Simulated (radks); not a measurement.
Spherical quantum dot in the effective-mass picture: electrons in a hard-walled sphere of radius 12.8, with a point charge +1 (a donor) at the centre, all in effective atomic units (hartree* = m*/eps^2 hartree, bohr* = eps/m* bohr), one dielectric constant everywhere. Calculated with a radial shooting solver with Libxc functionals: non-relativistic Kohn-Sham, PBEsol, spin-polarised, spherical densities. Levels are named by radial order and angular momentum (1s, 1p, 1d, 2s, ...), and open shells are averaged over m. Results are scaled to m* = 0.044 and eps = 16.2, for which hartree* = 4.562 meV and bohr* = 19.48 nm.

N = 8, configuration 1s2 1p(up 3, down 2) 2s(up 1, down 0). This is the lowest configuration that the search found (a dilute case). Occupied levels:

| level | occupation | eigenvalue (meV) | <r> (nm) |
|---|---|---|---|
| 1s up | 1 | 2.5251 | 32.41 |
| 2s up | 1 | 2.9544 | 174.9 |
| 1s down | 1 | 2.9597 | 162.4 |
| 1p up | 3 | 3.0110 | 177.3 |
| 1p down | 2 | 3.0364 | 176.6 |

Energy (meV): total 8.33844, kinetic 4.6104, external -8.2534, Hartree 16.574, exchange-correlation -4.5928.

Electron density:

| r (nm) | n(r) (e/nm^3) |
|---|---|
| 12.9 | 0.00001110 |
| 25.3 | 3.164e-06 |
| 37.8 | 9.491e-07 |
| 50.2 | 3.069e-07 |
| 62.6 | 1.178e-07 |
| 75.1 | 6.699e-08 |
| 87.5 | 6.050e-08 |
| 99.9 | 7.042e-08 |
| 112 | 9.027e-08 |
| 125 | 1.169e-07 |
| 137 | 1.476e-07 |
| 150 | 1.778e-07 |
| 162 | 2.013e-07 |
| 175 | 2.103e-07 |
| 187 | 1.980e-07 |
| 199 | 1.628e-07 |
| 212 | 1.092e-07 |
| 224 | 5.257e-08 |
| 237 | 1.351e-08 |
| 249 | 2.316e-11 |
